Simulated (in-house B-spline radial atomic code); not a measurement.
## PBEsol excitations of As⁵⁺

Method: PBEsol. Computed with a B-spline radial code for spherical atoms: linear response of the closed shell [Ar] 3d10 with the functional's adiabatic kernel; non-relativistic, point nucleus, no spin-orbit coupling, no double excitations, S, P, D and F terms only. Only terms of natural parity with L up to 3 were computed.

Without relativity these are model numbers for so heavy an element.

Command:
```bash
python run_td.py task.json out
```
Settings (radii: box in bohr, nucleus in fm):
```
Z                        33
electrons                28
configuration            [Ar] 3d10
hamiltonian              nr
method                   pbesol
box_radius               16.35
intervals                54
```

Cost of the run: 1.2 s on 1 thread of Arm Neoverse N1, with other jobs on the host.

The lowest states, in the order of their Tamm-Dancoff energies; the method's threshold (minus the highest occupied level) is 107.85 eV. Labels give the largest channel, * marks a mixed state, and oscillator strengths are full-response dipole values. Semilocal kernels can invert the small singlet-triplet splittings of Rydberg terms. Energies in eV:

```json
{"state": "3d → 4s 3D", "full response": "38.77", "Tamm-Dancoff": "38.79", "oscillator strength": "-"}
{"state": "3d → 4s 1D", "full response": "39.46", "Tamm-Dancoff": "39.47", "oscillator strength": "-"}
{"state": "3d → 4p 3P", "full response": "51.08", "Tamm-Dancoff": "51.10", "oscillator strength": "-"}
{"state": "3d → 4p 3F", "full response": "51.29", "Tamm-Dancoff": "51.30", "oscillator strength": "-"}
{"state": "3d → 4p 1F", "full response": "51.76", "Tamm-Dancoff": "51.76", "oscillator strength": "-"}
{"state": "3d → 4p 1P", "full response": "52.82", "Tamm-Dancoff": "52.90", "oscillator strength": "0.537"}
{"state": "3d → 4d 3S", "full response": "?", "Tamm-Dancoff": "?", "oscillator strength": "-"}
{"state": "3d → 4d 3D", "full response": "70.34", "Tamm-Dancoff": "70.35", "oscillator strength": "-"}
{"state": "3d → 4d 1D", "full response": "70.95", "Tamm-Dancoff": "70.96", "oscillator strength": "-"}
{"state": "3d → 4d 1S", "full response": "?", "Tamm-Dancoff": "?", "oscillator strength": "-"}
```

Where does 3d → 4d 1S lie?

At 75.05 eV in full response, 75.66 eV in Tamm-Dancoff.

Where does 3d → 4d 3S lie?

At 69.48 eV in full response, 69.51 eV in Tamm-Dancoff.

How large is the singlet-triplet splitting of 3d → 4s (D terms) in Tamm-Dancoff?

0.68 eV, from the unrounded values.

What polarisabilities and dispersion coefficient does the method give?

Dipole 0.5492 bohr³, quadrupole 0.638 bohr⁵, C6 0.9125 hartree·bohr⁶ for two such species.
